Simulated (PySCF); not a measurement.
# Ionising KMg

PBE0; K aug-pcseg-1, Mg aug-pcseg-1; no relativity (PySCF 2.14). Neutral (UKS): doublet (σ ↑), Re = 3.914 Å, ωe = 82.6 cm⁻¹, De = 0.16 eV, HOMO -2.93 eV, LUMO -1.35 eV.

KMg⁻ (UKS): singlet (closed shell), Re = 4.305 Å, ωe = 59.4 cm⁻¹, De = 0.24 eV to K⁻ + Mg. The energies at the minima are -799.62667 hartree for KMg and -799.64731 for KMg⁻.

Q: Work out the adiabatic electron affinity, without and with harmonic zero-point energies (1 hartree = 27.2114 eV, 1 eV = 8065.5 cm⁻¹), and the change of the bond length.

A: At PBE0: 0.02064 hartree = 0.562 eV between the minima; the zero-point term (82.6 − 59.4)/2 cm⁻¹ = +0.001 eV makes it 0.563 eV. Re changes by +39.1 pm against the neutral. The electron enters a σ orbital; the charge polarises the partner, so the anion is bound more strongly.

Closed-shell solutions of metal pairs were not tested for spin polarisation, which can lower them a little. Weak bonds: KMg, KMg⁻. Basis-set superposition, not corrected here, can be much of De in a small basis, most of all at correlated wavefunction levels. For an ion De counts to the pair picked by the measured ionisation energies or electron affinities, which need not be the lowest pair at this level. The highest Kohn–Sham level is positive in this anion. Much of that is self-interaction error, but it also means that the finite basis helps to hold the extra electron. States were picked by a PBE0 search and need not be the measured ground states.
